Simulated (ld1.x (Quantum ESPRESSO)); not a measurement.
## Which change was made? (B, TM semilocal)

ld1.x (Quantum ESPRESSO) 7.5 input, shortened:

```
&input
   title='B', zed=5., rel=1, dft='PZ', iswitch=3,
   config='[He] 2s1.75 2p1.25 3d-2'
 /
 &inputp
   pseudotype=1, tm=.true., lloc=1,
   nlcc=.true., new_core_ps=.true., rcore=1.10
 /
3
2S  1  0   1.75   0.00  1.10  1.10  0.0
3D  3  2  -2.00   0.25  2.65  2.65  0.0
2P  2  1   1.25   0.00  2.90  2.90  0.0
 &test
   configts(1)='2s1.75 2p1.25'
 /
```

Cutoffs, loose and tight: the cutoffs (Ry, on a coarse ladder) from which the occupation-weighted sum of valence levels, in a spherical-Bessel basis at the reference potential, stays within 10 and 1 mRy of its value at 400 Ry. They do not see the model core or the augmentation charge, which bear on the density cutoff. Test errors are all-electron minus pseudo excitation energies from the reference, over the configurations 2s2 2p1; 2s2 2p0; 2s1 2p0; 2s2 2p0.5; 2s2 2p1.3; 2s0 2p3; 2s1 2p1 (two spin-polarised tests are not counted in the largest error); variants that change the core or the reference have their own tests.

The base gives: outcome: generated; cutoff, loose: 21 Ry; cutoff, tight: 70 Ry; bound ghosts: none; largest test error (meV): +285.

(1) After one change the result is: outcome: generated; cutoff, loose: 21 Ry; cutoff, tight: 55 Ry; bound ghosts: none; largest test error (meV): +504. Which change was it?
A. all radii but the core radius scaled by about 0.74 (s 0.82, p 2.14, d 1.96 bohr)
B. all radii but the core radius scaled by about 1.20 (s 1.32, p 3.48, d 3.18 bohr)
C. all radii but the core radius scaled by about 1.08 (s 1.18, p 3.12, d 2.86 bohr)
D. all radii but the core radius scaled by about 0.82 (s 0.90, p 2.38, d 2.18 bohr)

Results:

(1) B. The others give: all radii but the core radius scaled by about 0.82 (s 0.90, p 2.38, d 2.18 bohr) → outcome: generated; cutoff, loose: 90 Ry; cutoff, tight: 180 Ry; bound ghosts: none; largest test error (meV): +154 | all radii but the core radius scaled by about 0.74 (s 0.82, p 2.14, d 1.96 bohr) → outcome: generated; cutoff, loose: 120 Ry; cutoff, tight: 160 Ry; bound ghosts: none; largest test error (meV): +124 | all radii but the core radius scaled by about 1.08 (s 1.18, p 3.12, d 2.86 bohr) → outcome: generated; cutoff, loose: 21 Ry; cutoff, tight: 55 Ry; bound ghosts: none; largest test error (meV): +364.
